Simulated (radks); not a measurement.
Results of a calculation; reference values are marked as such.
Excited configurations of Se: one electron is placed in a higher orbital outside [Ar] 3d10 4s2 4p3. The ground configuration is [Ar] 3d10 4s2 4p4. Code: a radial shooting solver on a logarithmic mesh with Libxc functionals. Model: Dirac Kohn-Sham, PBEsol, spin-unpolarised, spherical densities, finite nucleus; open shells fill j = l - 1/2 first; Fermi nuclear charge, rms radius 4.14 fm. Excitation = E - E(ground); binding = E(ion) - E, where the ion is the core of charge +1; n* = 1/sqrt(2 binding) in atomic units, and the quantum defect is n - n*.

outer orbital,excitation (eV),binding (eV),n*,quantum defect,<r> (bohr)
4d3/2,8.838,1.822,2.732,1.268,8.264
5s1/2,7.058,3.602,1.943,3.057,5.909
5d3/2,9.468,1.192,3.379,1.621,15.40
6s1/2,8.962,1.698,2.831,3.169,12.75
6d3/2,9.892,0.768,4.209,1.791,26.03

The Delta-SCF ionisation energy is 10.660 eV (NIST Atomic Spectra Database: 9.752 eV, measured). Self-interaction in the functional shifts the binding energies and quantum defects, so they are the method's values and not measured ones. Spin polarisation and multiplet splitting are left out, so open shells lie too high by an amount that depends on their filling.

Beside tabulated values, note that spin-unpolarised runs miss the spin-polarisation part of the exchange energy of open shells.
